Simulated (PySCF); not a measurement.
C2H7PSiTe.
SMILES: `[SiH3][C@@H]1C[P@H]1=[Te]`

Method used: PBE0-D3(BJ)/def2-SVP geometry optimisation, gas phase, def2 core potentials past Kr (PySCF).

Masses are those of the commonest isotopes; rigid-rotor values at the optimised geometry. 

(1) What are A, B and C (GHz)?

(2) Classify the top.

(3) Is it planar, by Δ = Ic − Ia − Ib?

(4) List the rotational levels J(Ka,Kc) to J = 2 (MHz).

(5) Which types of transition are allowed, and where do some lines up to J = 5 fall?

(6) Estimate the classical rotational partition function at 10 K, 200 K and 298.15 K.

## Answers

(1) Ia = 82.59, Ib = 893.52, Ic = 931.55 u·Å²; 505379 MHz·u·Å²/I gives 6119, 565.6 and 542.5 MHz, that is A = 6.1190, B = 0.5656, C = 0.5425 GHz.

(2) A near-prolate asymmetric top; Ray's κ = -0.992.

(3) Not planar: Δ = Ic − Ia − Ib = -44.55 u·Å². For a rigid frame Δ = −2 Σ m c², so Σ m c² = 22.28 u·Å² lies off the ab plane: 9.79 from hydrogen and 12.49 from heavier atoms. The atom farthest from that plane is 1.80 Å away.

(4) Above 0(0,0):
J = 1: 1(0,1) 1108, 1(1,1) 6661, 1(1,0) 6685
J = 2: 2(0,2) 3324, 2(1,2) 8855, 2(1,1) 8924, 2(2,1) 25584, 2(2,0) 25584
Those of J = 1 are B + C, A + C and A + B.

(5) The dipole components are |μa| = 3.70 D, |μb| = 1.03 D, |μc| = 0.15 D. The squared components, which scale the intensities, stand as 1.00 : 0.08 : 0.00 (a : b : c). Some lines, for components of 0.1 D or more:

| type | branch | J(Ka,Kc) | MHz | lower level (cm⁻¹) |
| --- | --- | --- | --- | --- |
| a | R | 2(1,2) ← 1(1,1) | 2193 | 0.222 |
| a | R | 4(1,4) ← 3(1,3) | 4386 | 0.405 |
| a | R | 4(1,3) ← 3(1,2) | 4479 | 0.410 |
| a | R | 5(1,5) ← 4(1,4) | 5483 | 0.551 |
| c | Q | 2(1,2) ← 2(0,2) | 5530 | 0.111 |
| a | R | 5(0,5) ← 4(0,4) | 5539 | 0.370 |
| a | R | 5(4,2) ← 4(4,1) | 5541 | 3.340 |
| b | Q | 2(1,1) ← 2(0,2) | 5600 | 0.111 |
| b | Q | 3(1,2) ← 3(0,3) | 5635 | 0.222 |
| c | R | 5(1,4) ← 4(0,4) | 11279 | 0.370 |
| c | Q | 2(2,1) ← 2(1,1) | 16660 | 0.298 |
| b | Q | 4(2,3) ← 4(1,4) | 16810 | 0.551 |
| b | R | 2(2,0) ← 1(1,1) | 18923 | 0.222 |
| c | R | 3(2,2) ← 2(1,2) | 20054 | 0.295 |
| c | R | 5(2,3) ← 4(1,3) | 22122 | 0.559 |
| c | R | 5(2,4) ← 4(1,4) | 22351 | 0.551 |
| b | Q | 5(3,2) ← 5(2,3) | 27823 | 1.297 |
| b | Q | 4(3,2) ← 4(2,3) | 27825 | 1.112 |
| b | Q | 5(3,3) ← 5(2,4) | 27825 | 1.297 |
| b | R | 5(3,3) ← 4(2,2) | 33365 | 1.112 |
| c | R | 5(3,3) ← 4(2,3) | 33366 | 1.112 |
| b | R | 5(3,2) ← 4(2,3) | 33366 | 1.112 |
| c | Q | 4(4,1) ← 4(3,1) | 38954 | 2.040 |
| b | Q | 4(4,0) ← 4(3,1) | 38954 | 2.040 |
| b | Q | 4(4,1) ← 4(3,2) | 38954 | 2.040 |
| c | R | 5(4,2) ← 4(3,2) | 44495 | 2.040 |

(6) Point group C1, symmetry number σ = 1; q = (√π/σ)·√((kT/h)³/(ABC)), k/h = 20836.6 MHz/K: 3890 at 10 K, 348000 at 200 K, 633000 at 298.15 K.

No frequency check. No vibrational averaging or centrifugal distortion is included, and the geometry carries the error of its method. A rigid rotor knows nothing of internal rotation, which can split or shift real lines.

The run took 31 s on one thread, Intel Xeon Platinum 8559C (x86_64), no GPU, on a shared host, and the process peaked at 0.55 GiB of memory. This is the geometry optimisation.
